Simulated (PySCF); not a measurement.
Level of theory: TPSSh-D3(BJ)/def2-TZVP // CAM-B3LYP-D3(BJ)/def2-TZVP (PySCF). All species are isolated molecules in the gas phase. One relaxed conformer stands for a flexible species; it need not be the lowest. Excitations are Tamm–Dancoff values on a coarser integration grid. The basis has no diffuse functions, so Rydberg states are missing or too high.

Reference species (SMILES): `C(/B)=C/CC#N` (neutral, multiplicity 1).

```
Property              Result
-------------------  -------
S1 excitation (TDA)  5.04 eV
T1 excitation (TDA)  3.50 eV
```

Changed species: `B/C(C)=C/C#N`.

### Question
What does the change do to the S1 excitation (TDA) and T1 excitation (TDA)?

### Answer
the S1 excitation (TDA) decreases by 0.02 eV, to 5.02 eV; the T1 excitation (TDA) falls by 0.51 eV, to 2.99 eV.
